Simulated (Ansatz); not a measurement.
`[Cl][Ge]([Cl])([Br])[Br]` → `[Br][Ge][Br]` + Cl₂ at 298.15 K and 1 bar (germylene formation by 1,1-elimination).

Calculated with Ansatz (gas phase, PBE0-D4/def2-TZVP geometries, no zero-point term in ΔE). CBS: MP2 limit from def2 TZ/QZ plus the TZ coupled-cluster correction, frozen cores. This one scheme is used for every species. For Br, Ge outer-core shells are correlated without core-valence functions, which leaves a few kJ/mol of doubt a bond. Scalar relativity is left out up to krypton.

```tsv
species	CCSD(T)/CBS energy (Eh)	H − E (kJ/mol)	S (J/(mol·K))
`[Cl][Ge]([Cl])([Br])[Br]`	-8142.47402	35.3	387.4
`[Br][Ge][Br]`	-7222.82910	18.2	318.7
Cl₂	-919.51390	12.6	222.8
```

H − E and S are ideal-gas, rigid-rotor, harmonic terms from PBE0-D4/def2-TZVP. 1 Eh = 2625.50 kJ/mol, R = 8.31446 J/(mol·K).

Question: By hand: ΔE, ΔH, ΔS and ΔG.

Answer: ΔE = (-7222.82910) + (-919.51390) − (-8142.47402) = 0.13102 Eh = 344.0 kJ/mol. Δ(H − E) = 18.2 + 12.6 − 35.3 = -4.5, so ΔH = 339.5 kJ/mol. ΔS = 318.7 + 222.8 − 387.4 = 154.1 J/(mol·K). ΔG = 339.5 − 298.15 × (154.1)/1000 = 293.6 kJ/mol.

Question: By hand: the equilibrium constant, and the temperature at which ΔG would vanish if ΔH and ΔS stayed fixed.

Answer: log₁₀ K = −ΔG/(RT ln 10) = -51.4. ΔG = 0 at ΔH/ΔS = 2203 K.

The number of gas molecules changes by +1, which sets the sign of ΔS. A doubt of 5 kJ/mol in ΔE shifts log₁₀ K by 0.9 here. These are equilibria of isolated gas molecules and say nothing of rates. Largest T1 diagnostic: 0.011 (customary marks: 0.02 for closed shells, 0.045 for open ones).
